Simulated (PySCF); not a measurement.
A GIAO shielding run with PySCF 2.14 (density fitting, non-relativistic, gas phase) on `C1CC([Si@H]2CCC[SiH2]2)C1`, C₇H₁₆Si₂:

```
$ OMP_NUM_THREADS=1 python probes_run.py task.json out

{"job": {"kind": "nmr", "xc": "PBE0", "basis": "pcSseg-1"}, "charge": 0, "multiplicity": 1}
C     -2.782434    -0.782010    -0.080938
C     -2.713780     0.706744     0.280531
C     -1.428848     0.438025     1.083175
Si     0.158372     1.041006     0.224127
C      1.709331     0.495255     1.209506
C      2.859538     0.299766     0.222728
C      2.469243    -0.640030    -0.919099
Si     0.842090    -0.022986    -1.717106
C     -1.691759    -1.074399     0.956712
H     -3.742467    -1.267439     0.087713
H     -2.459627    -0.983930    -1.100603
H     -2.621756     1.396273    -0.557391
H     -3.547193     1.028957     0.903545
H     -1.474333     0.804995     2.109947
H      0.092543     2.517356     0.191683
H      2.000688     1.217676     1.971507
H      1.519692    -0.447200     1.728193
H      3.138696     1.272143    -0.193334
H      3.737986    -0.093618     0.744387
H      3.287197    -0.705255    -1.636345
H      2.330271    -1.645249    -0.516178
H      1.154687     0.837269    -2.866798
H      0.092866    -1.166916    -2.256550
H     -0.858978    -1.682768     0.604961
H     -2.082962    -1.519518     1.870838
```

Hardware: 1 thread of an Arm Neoverse N1, shared host. The job also computes population analyses, field gradients, ring-centre shieldings.

Q: How large is the calculation?

A: 86 electrons, 247 basis functions and 1323 auxiliary functions.

Q: How long does it take, and how much memory does it need?

A: 110 s of wall time, with 12 SCF cycles and 4 response iterations; peak memory 1.3 GiB. Times on a shared host scatter by some tens of per cent.
